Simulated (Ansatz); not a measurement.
Reaction (ligand exchange at a B–C bond): `CBC[SiH2]F` + `NBN` → `CBNBN` + `C[SiH2]F`

Computed with Ansatz on PBE0-D4/def2-TZVP structures; ΔE is electronic, products minus reactants. CCSD(T)/CBS adds triple-zeta CCSD(T) − MP2 to the extrapolated MP2 energy (def2 sets, frozen cores). Functionals use def2-TZVPP. B3LYP here is the variant with VWN-RPA as its local correlation; programs differ in this. HSE06 is defined as in plane-wave codes. Each species was taken in one conformer, which may not be the lowest.

```json
{"level": "LDA (SPW92)", "ΔE (kcal/mol)": "-25.2", "difference from CCSD(T)/CBS": "0.2"}
{"level": "r2SCAN-D4", "ΔE (kcal/mol)": "-24.8", "difference from CCSD(T)/CBS": "0.6"}
{"level": "B3LYP-D4", "ΔE (kcal/mol)": "-25.5", "difference from CCSD(T)/CBS": "-0.1"}
{"level": "r2SCANh-D4", "ΔE (kcal/mol)": "-24.8", "difference from CCSD(T)/CBS": "0.6"}
{"level": "r2SCAN0-D4", "ΔE (kcal/mol)": "-24.9", "difference from CCSD(T)/CBS": "0.5"}
{"level": "ωB97M-V", "ΔE (kcal/mol)": "-25.0", "difference from CCSD(T)/CBS": "0.4"}
{"level": "r2SCAN", "ΔE (kcal/mol)": "-24.9", "difference from CCSD(T)/CBS": "0.5"}
{"level": "B3LYP", "ΔE (kcal/mol)": "-26.0", "difference from CCSD(T)/CBS": "-0.6"}
{"level": "HSE06", "ΔE (kcal/mol)": "-24.8", "difference from CCSD(T)/CBS": "0.6"}
{"level": "RPA@PBE/def2-TZVPP", "ΔE (kcal/mol)": "-26.1", "difference from CCSD(T)/CBS": "-0.7"}
{"level": "MP2/def2-SVP", "ΔE (kcal/mol)": "-28.5", "difference from CCSD(T)/CBS": "-3.1"}
{"level": "HF/def2-QZVPP", "ΔE (kcal/mol)": "-26.7", "difference from CCSD(T)/CBS": "-1.3"}
{"level": "MP2/def2-QZVPP", "ΔE (kcal/mol)": "-25.3", "difference from CCSD(T)/CBS": "0.1"}
{"level": "SCS-MP2/def2-QZVPP", "ΔE (kcal/mol)": "-25.8", "difference from CCSD(T)/CBS": "-0.4"}
{"level": "HF/CBS(def2)", "ΔE (kcal/mol)": "-26.7", "difference from CCSD(T)/CBS": "-1.3"}
{"level": "MP2/CBS(def2)", "ΔE (kcal/mol)": "-25.2", "difference from CCSD(T)/CBS": "0.2"}
{"level": "CCSD(T)/CBS", "ΔE (kcal/mol)": "-25.4", "difference from CCSD(T)/CBS": "0"}
```

What do rigid-rotor, harmonic-oscillator terms from PBE0-D4/def2-TZVP frequencies (298.15 K, 1 bar) make of the CCSD(T)/CBS value? (Estimate.)

The calculation gave: ΔZPE = +1.0 kcal/mol, ΔH = -24.9 kcal/mol, ΔS = -14 J/(mol·K), ΔG = -23.8 kcal/mol. Modes under 50 cm⁻¹ make the entropy rough.

Largest T1 diagnostic among the species: 0.012.

At CCSD(T), def2-SVP lies −3.5 kcal/mol from the extrapolated value and def2-TZVPP −0.4 kcal/mol. Leaving LDA and LC-ωPBE aside and taking each functional with its dispersion term where it has one, the values, not all of them listed here, spread over 2.1 kcal/mol, from B2PLYP to revPBE-D4.

CCSD(T)/CBS has its own doubt, a few kJ/mol and more with outer-core shells, so smaller differences from it don't rank the levels.
